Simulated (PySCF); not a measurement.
F4S, SMILES FS(F)(F)F.

Geometry: TPSSh-D3(BJ)/def2-SVP.

Level of theory: r2SCAN/def2-TZVP (PySCF).

Symmetry labels are those of the subgroup C2v that the program uses (full group C2v).

**Question.** List the valence orbital energies around the gap with their symmetry. (An estimate is asked for; the answer gives what the named calculation found.)

**Answer.** 
```json
[
 {"orbital": "HOMO−7", "symmetry": "A1", "energy (eV)": "-12.82"},
 {"orbital": "HOMO−6", "symmetry": "B2", "energy (eV)": "-12.34"},
 {"orbital": "HOMO−5", "symmetry": "B1", "energy (eV)": "-12.17"},
 {"orbital": "HOMO−4", "symmetry": "A1", "energy (eV)": "-11.06"},
 {"orbital": "HOMO−3", "symmetry": "B1", "energy (eV)": "-10.80"},
 {"orbital": "HOMO−2", "symmetry": "B2", "energy (eV)": "-10.44"},
 {"orbital": "HOMO−1", "symmetry": "A2", "energy (eV)": "-10.26"},
 {"orbital": "HOMO", "symmetry": "A1", "energy (eV)": "-8.78"},
 {"orbital": "LUMO", "symmetry": "B1", "energy (eV)": "-3.31"},
 {"orbital": "LUMO+1", "symmetry": "A1", "energy (eV)": "-1.17"},
 {"orbital": "LUMO+2", "symmetry": "B2", "energy (eV)": "0.58"},
 {"orbital": "LUMO+3", "symmetry": "A1", "energy (eV)": "5.79"}
]
```
